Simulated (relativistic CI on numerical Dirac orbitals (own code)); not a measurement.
# Radial parameters of Tb43+

Calculated at this level of theory: Dirac-Coulomb-Breit CI, KLI orbitals optimised for each configuration, a model potential for QED, unscaled Slater integrals (own radial code, finite nucleus).

Slater integrals F^k, G^k are unscaled and averaged over j, outside the closed core [Ne]; ζ comes from projecting the Hamiltonian with its Breit term on Σ l·s of the shell.

- 3s2 3p6 3d4: F^2(3d,3d) = 515010, F^4(3d,3d) = 332680, ζ(3d) = 126070 cm⁻¹; <r>(3d) = 0.1984, <r^2>(3d) = 0.04564 (bohr units).
- 3s2 3p5 3d5: ζ(3p) = 940400, F^2(3d,3d) = 514150, F^4(3d,3d) = 332100, F^2(3p,3d) = 445150, G^1(3p,3d) = 473960, G^3(3p,3d) = 316590, ζ(3d) = 124890 cm⁻¹; <r>(3p) = 0.2225, <r^2>(3p) = 0.05728, <r>(3d) = 0.1987, <r^2>(3d) = 0.04578 (bohr units).
- 3s 3p6 3d5: F^2(3d,3d) = 513850, F^4(3d,3d) = 331900, G^2(3s,3d) = 360620, ζ(3d) = 125510 cm⁻¹; <r>(3s) = 0.2268, <r^2>(3s) = 0.05873, <r>(3d) = 0.1988, <r^2>(3d) = 0.04583 (bohr units).

Q: Give the Racah parameters of the d shell in 3s2 3p6 3d4.

A: B = F²/49 − 5F⁴/441 = 6739 cm⁻¹ and C = 35F⁴/441 = 26403 cm⁻¹.

Averages of the first 10 configurations, taken without configuration mixing, which lowers the lowest level and can move excited configurations by several eV; other configurations of the list can lie among them:

```tsv
Configuration	Parity	States	Average energy above the lowest level (eV)
3s2 3p6 3d4	even	210	101.6
3s2 3p5 3d5	odd	1512	448.9
3s 3p6 3d5	even	504	751.8
3s2 3p6 3d3 4s	even	240	1469.5
3s2 3p6 3d3 4p	odd	720	1583.3
3s2 3p6 3d3 4d	even	1200	1719.0
3s2 3p5 3d4 4s	odd	2520	1808.0
3s2 3p6 3d3 4f	odd	1680	1830.1
3s 3p6 3d4 4s	even	840	2112.7
3p6 3d5 4p	odd	1512	2876.3
```
